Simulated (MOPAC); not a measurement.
MOPAC input (PM3):

```
PM3 FORCE THERMO(298,298) PRECISE LET CHARGE=1 GEO-OK AUX(PRECISION=9) THREADS=1
H3Si2

Si    1.34897165 1   -0.00145884 1   -0.04126565 1
Si   -1.00543505 1    0.00108733 1    0.03075671 1
H    -1.49901541 1    1.36756787 1   -0.24664705 1
H    -1.45137637 1   -0.42816829 1    1.37415518 1
H    -1.52426369 1   -0.93456047 1   -0.99062644 1
```

**Question.** Which zero-point energy does it print?

**Answer.** 11.88 kcal/mol, from the harmonic wavenumbers of PM3.
